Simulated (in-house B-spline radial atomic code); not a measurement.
**PBEsol excitations of the selenium ion Se⁴⁺**

Method: PBEsol. Computed with an all-electron radial atomic-structure program (B-spline basis): linear response of the closed shell [Ar] 3d10 4s2 with the functional's adiabatic kernel; non-relativistic, point nucleus, no spin-orbit coupling, no double excitations, S, P, D and F terms only; shells from n = 2 respond. Only terms of natural parity with L up to 3 were computed.

Without relativity these are model numbers for so heavy an element.

Command:
```bash
python run_td.py task.json out
```
Settings (radii: box in bohr, nucleus in fm):
```
Z                        34
electrons                30
configuration            [Ar] 3d10 4s2
hamiltonian              nr
method                   pbesol
box_radius               19.1
intervals                54
```

Cost of the run: 0.5 s on 1 thread of Intel(R) Xeon(R) 6975P-C (Granite Rapids), on a shared host.

The lowest states, in the order of their Tamm-Dancoff energies; the method's threshold (minus the highest occupied level) is 60.81 eV. Labels give the largest channel, * marks a mixed state, and oscillator strengths are full-response dipole values. Semilocal kernels can invert the small singlet-triplet splittings of Rydberg terms. Energies in eV:

| state | full response | Tamm-Dancoff | oscillator strength |
| --- | --- | --- | --- |
| 4s → 4p 3P | 10.853 | 11.028 | - |
| 4s → 4p 1P | 15.835 | 16.467 | 1.56 |
| 4s → 4d 3D | 29.959 | 30.01 | - |
| 4s → 4d 1D | 31.45 | 31.47 | - |
| 4s → 5s 3S | 34.76 | 34.77 | - |
| 4s → 5s 1S | 35.64 | 35.68 | - |
| 4s → 5p 3P | 39.04 | 39.04 | - |
| 4s → 5p 1P | 39.46 | 39.51 | 0.05 |
| 4s → 4f 3F | 43.62 | 43.64 | - |
| 4s → 4f 1F | 43.90 | 43.91 | - |
| 4s → 5d 3D | 45.51 | 45.52 | - |
| 4s → 5d 1D | 45.83 | 45.84 | - |
| 4s → 6s 3S | 46.89 | 46.89 | - |
| 4s → 6s 1S | ? | ? | - |
| 4s → 6p 3P | 48.67 | 48.67 | - |
| 4s → 6p 1P | ? | ? | ? |

Question: Where does 4s → 6p 1P lie?

Answer: At 48.78 eV in full response, 48.80 eV in Tamm-Dancoff, oscillator strength 0.0245.

Question: Where does 4s → 6s 1S lie?

Answer: At 47.12 eV in full response, 47.13 eV in Tamm-Dancoff.

Question: How large is the singlet-triplet splitting of 4s → 4p (P terms) in Tamm-Dancoff?

Answer: 5.44 eV, from the unrounded values.

Question: What polarisabilities and dispersion coefficient does the method give?

Answer: Dipole 5.106 bohr³, quadrupole 8.712 bohr⁵, C6 13.47 hartree·bohr⁶ for two such species.
